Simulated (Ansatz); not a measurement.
GaCl3. The state is a triplet with charge 0. Geometry PBE0-D4/def2-SVP, that of the neutral singlet; atoms count from 1.

```xyz
4

Ga    0.000    0.000    0.000
Cl   -0.819   -1.145   -1.586
Cl   -1.252    0.690    1.566
Cl    2.072    0.454    0.020
```

At PBE0-D4/def2-TZVP a singlet of charge 0 lies 5.71 eV below the triplet at the same geometry.

Estimate the Mulliken populations from the PBE0/def2-TZVP orbitals of Ansatz.


| atom | charge (e) | spin (α − β) |
| --- | --- | --- |
| Ga1 | 0.25 | 0.69 |
| Cl2 | -0.08 | 0.44 |
| Cl3 | -0.08 | 0.44 |
| Cl4 | -0.08 | 0.44 |
Mulliken values and Mayer orders depend strongly on the basis.

Where does the spin sit?

Summed by element: Ga 0.69, Cl 1.31, of 2 unpaired in all. Largest on single atoms: Ga1 0.69, Cl4 0.44, Cl2 0.44.

And the Mayer bond orders between bonded heavy atoms (over 0.3)?

Ga1–Cl2 0.86 (2.12 Å); Ga1–Cl3 0.86 (2.12 Å); Ga1–Cl4 0.86 (2.12 Å).
